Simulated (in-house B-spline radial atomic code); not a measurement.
Atomic self-consistent-field run: Zn⁷⁺. Level of theory: Dirac-Kohn-Sham B97-1, spherical fractional occupations, exact exchange averaged over the configuration, Fermi nucleus of rms radius 3.9283 fm; calculated with a radial B-spline atomic code at the basis-set limit.

Command:
```bash
python run_scf.py task.json out
```
Settings (nuclear radius in fm, mass in u):
```
Z                30
configuration    [Ar] 3d5
hamiltonian      dirac
method           b97_1
spin_polarised   False
nucleus          fermi
rms_radius       3.9283
atomic_mass      63.92914
speed_of_light   137.035999084
exact_exchange   averaged over the configuration
```

Output (hartree, bohr):
```
 radial grid: 65 intervals, B-splines of order 8, outer radius 8.961 bohr

 iter        energy (Eh)    residual
    1       -1758.346033    1.17e+00
    2       -1773.897743    6.48e-01
    3       -1778.610426    1.94e-01
    4       -1779.050731    5.18e-02
    5       -1779.072163    2.40e-02
    6       -1779.081386    9.58e-04
    7       -1779.081395    3.41e-05
    8       -1779.081395    4.56e-07
    9       -1779.081395    3.64e-09

 total energy                     -1779.08140
 kinetic                            1812.6265
 electron-nucleus                  -4157.7106
 Hartree                             632.3236
 exact exchange                      -13.3860
 exchange-correlation                -52.9349

 first-order corrections (not in the total)
   Gaunt                             0.8395
   retardation                      -0.0771
   frequency dependence             -0.0027
   self-energy                       0.5613
   Uehling                          -0.0516
   Wichmann-Kroll                    0.0004
   recoil                            0.0115

 orbital      occ     eigenvalue          <r>       <r^2>       <1/r>       r_max    small
 1s1/2      2.000      -357.4865    0.0503077  0.00340534     30.2254     0.03291  1.17e-02
 2s1/2      2.000       -49.1835     0.225638   0.0601077     6.62962      0.1893  2.24e-03
 2p1/2      2.000       -43.9839      0.19581   0.0470864     6.57744      0.1503  2.22e-03
 2p3/2      4.000       -43.1052     0.199192   0.0485951     6.42121      0.1531  2.19e-03
 3s1/2      2.000       -10.4590     0.649472    0.483277     2.19844      0.5769  5.50e-04
 3p1/2      2.000        -8.7556     0.657795    0.503621     2.09352      0.5712  5.11e-04
 3p3/2      4.000        -8.6246     0.665774    0.515642     2.05867      0.5783  5.02e-04
 3d3/2      2.000        -5.8403     0.671126    0.543359     1.84939      0.5172  4.16e-04
 3d5/2      3.000        -5.8205     0.673652     0.54725     1.84116      0.5192  4.13e-04
```

Time taken, with all properties: 1.9 s on 1 thread of Intel(R) Xeon(R) Platinum 8488C, on a shared host.

For the Dirac Hamiltonian the kinetic term is c α·p + (β - 1)c².
